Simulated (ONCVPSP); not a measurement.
# Ge ONCV: all-electron and pseudo phase curves

ONCVPSP 4.0.1 input, shortened (lines: element, Z, core and valence counts, functional; n l f; lmax; l rc ep ncon nbas qcut; lloc lpopt rc5 dvloc0; l nproj debl; icmod fcfact rcfact), LDA (Perdew-Wang 92), fully relativistic:

```
  Ge 32.00    6    2  -001012      upf
    1    0    2.00
    2    0    2.00
    2    1    6.00
    3    0    2.00
    3    1    6.00
    3    2   10.00
    4    0    2.00
    4    1    1.00
    1
    0    1.80    0.00    4    9    4.10
    1    1.85    0.00    4    8    4.30
    4    3    1.75   -1.00
    0    2    2.20
    1    2    1.40
    1    0.50    0.00
```

Open shells are filled in proportion to 2j + 1.

The phase is arctan(r·R′/R) of the radial function R(r), unwrapped; energies in Ha, scanned from -2 to 5 Ha. A pole is an energy at which the radial function vanishes at the test radius. The pseudo phase is shifted by a multiple of π to meet the all-electron one at the reference energy, and phase errors are pseudo minus all-electron; the curves can meet again beyond the range given. Levels narrower than the energy grid can be missing from the lists of poles.

```
channel  radius (bohr)  reference energy (Ha)  poles, all-electron  poles, pseudo  unbroken range about the reference energy with phases within 0.05 rad  phase error 1 Ha above the reference energy (rad)
      s           1.83                  -0.74                 1.30     1.30, 4.98                                                              below 3.6                                             -0.000
   p3/2           1.87                  -0.42                 1.95           1.94                                                              below 3.5                                             -0.000
   p1/2           1.87                  -0.43                 1.87           1.87                                                              below 3.6                                             -0.000
```

Phases in the p3/2 channel:

| E (Ha) | all-electron | pseudo |
| --- | --- | --- |
| -1.98 | 1.065 | 1.062 |
| -1.80 | 1.010 | 1.007 |
| -1.62 | 0.938 | 0.935 |
| -1.44 | 0.842 | 0.840 |
| -1.26 | 0.712 | 0.710 |
| -1.08 | 0.531 | 0.530 |
| -0.90 | 0.282 | 0.281 |
| -0.72 | -0.034 | -0.034 |
| -0.54 | -0.371 | -0.371 |
| -0.36 | -0.664 | -0.664 |
| -0.18 | -0.885 | -0.885 |
| 0.00 | -1.045 | -1.045 |
| 0.18 | -1.161 | -1.161 |
| 0.36 | -1.248 | -1.248 |
| 0.54 | -1.314 | -1.315 |
| 0.72 | -1.367 | -1.367 |
| 0.90 | -1.411 | -1.411 |
| 1.08 | -1.447 | -1.447 |
| 1.26 | -1.478 | -1.478 |
| 1.44 | -1.506 | -1.506 |
| 1.62 | -1.530 | -1.531 |
| 1.80 | -1.553 | -1.554 |
| 1.98 | -1.574 | -1.575 |
| 2.16 | -1.595 | -1.596 |
| 2.34 | -1.614 | -1.617 |
| 2.52 | -1.634 | -1.639 |
| 2.70 | -1.654 | -1.661 |
| 2.88 | -1.675 | -1.685 |
| 3.06 | -1.698 | -1.713 |
| 3.24 | -1.722 | -1.746 |
| 3.42 | -1.749 | -1.787 |
| 3.60 | -1.781 | -1.841 |
| 3.78 | -1.818 | -1.919 |
| 3.96 | -1.864 | -2.046 |
| 4.14 | -1.923 | -2.287 |
| 4.32 | -2.002 | -2.808 |
| 4.50 | -2.112 | -3.604 |
| 4.68 | -2.278 | -4.099 |
| 4.86 | -2.535 | -4.327 |
